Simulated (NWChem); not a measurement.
Ionisation of AlO

```xyz
2

Al     0.0000     0.0000     0.6241
O      0.0000     0.0000    -1.0142
```
Charge 0, spin multiplicity 2.

The numbers come from NWChem runs, not from measurements. Structure: optimised with UB3LYP/def2-SVP, a minimum by its harmonic frequencies.

Basis set: def2-TZVP. The species with one electron less has spin multiplicity 3 and keeps the geometry of the parent. Δ marks differences of total energies (open shells unrestricted). −ε marks an orbital energy of the parent. That orbital need not have the symmetry of the hole or added electron in the Δ rows.

B3LYP has NWChem's definition, with VWN1-RPA local correlation. The structure started from a generated list of species. The unpaired electrons of the parent sit in orbitals of symmetry a1 (C2v labels of the run); other states weren't searched. The stability of the SCF solutions was not checked.

Q: Order these methods by the first vertical ionisation energy they give, lowest first: −ε(beta HOMO) of PBE, −ε(beta HOMO) of BP86, −ε(beta HOMO) of B3LYP, ΔB3LYP.

A: −ε(beta HOMO) of PBE (6.42 eV), −ε(beta HOMO) of BP86 (6.55 eV), −ε(beta HOMO) of B3LYP (7.61 eV), ΔB3LYP (10.01 eV)
